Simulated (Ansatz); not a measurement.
C₂H₉BSi, SMILES `B[SiH](C)C`, relaxed with RKS PBE0-D4/def2-TZVP in Ansatz from a PBE-D4/def2-SVP geometry. The force threshold is 0.005 eV/Å; the program also tests the step.

The species carries charge 0 and has multiplicity 1.

Start:

```xyz
13

B     1.528   -1.007    0.971
Si    0.039    0.197    0.352
C     0.456    1.250   -1.173
C    -1.635   -0.672    0.125
H     1.305   -2.001    1.643
H     2.699   -0.734    0.775
H    -0.075    1.130    1.551
H     0.572    0.613   -2.074
H    -0.346    1.988   -1.380
H     1.405    1.803   -1.022
H    -1.907   -1.245    1.035
H    -1.599   -1.382   -0.726
H    -2.442    0.061   -0.077
```

| step | energy (eV) | largest force (eV/Å) | largest move (Å) |
| --- | --- | --- | --- |
| 1 | -10768.4195 | 0.498 | 0.000 |
| 2 | -10768.4643 | 0.138 | 0.026 |
| 3 | -10768.4684 | 0.068 | 0.017 |
| 4 | -10768.4686 | 0.050 | 0.013 |
| 5 | -10768.4689 | 0.011 | 0.006 |
| 6 | -10768.4689 | 0.002 | 0.003 |

End:

```xyz
13

B     1.514   -1.002    0.959
Si    0.029    0.214    0.364
C     0.452    1.236   -1.155
C    -1.615   -0.663    0.128
H     1.299   -1.990    1.602
H     2.665   -0.740    0.750
H    -0.097    1.144    1.538
H     0.574    0.597   -2.034
H    -0.337    1.959   -1.374
H     1.385    1.785   -1.008
H    -1.889   -1.224    1.024
H    -1.565   -1.368   -0.707
H    -2.415    0.051   -0.085
```

It took 12 s on 4 threads of an Intel Xeon Platinum 8375C on a shared host, with 0.45 GiB of host memory at the peak.
